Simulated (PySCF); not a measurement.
Job for PySCF: R-B3LYP/LANL2DZ on H2S2Se (SMILES S[Se]S), a point of a torsion scan.

```python
from pyscf import gto, scf, dft, mp
from pyscf.data.elements import chemcore

mol = gto.M(
    atom='''
    S     1.93811491   -0.25292192   -0.40151834
    Se    0.05457839   -1.28823782   -0.79468992
    S    -0.11206990   -1.28917441   -2.97307468
    H     1.45134029    0.98843855   -0.32041182
    H     0.56025142   -2.41973861   -3.20657515
    ''',
    basis='lanl2dz',
    ecp={'S': 'lanl2dz', 'Se': 'lanl2dz'},
    charge=0, spin=0, verbose=3, max_memory=1800)
mf = dft.RKS(mol, xc='b3lyp')
mf.conv_tol = 1e-8
mf.max_cycle = 100
mf.kernel()
if not mf.converged:
    mf = mf.newton().run(mf.mo_coeff, mf.mo_occ)
```

The log:

```
converged SCF energy = -30.5907520044786
```

The run converged.

Cost: roughly 2.2 core-seconds.
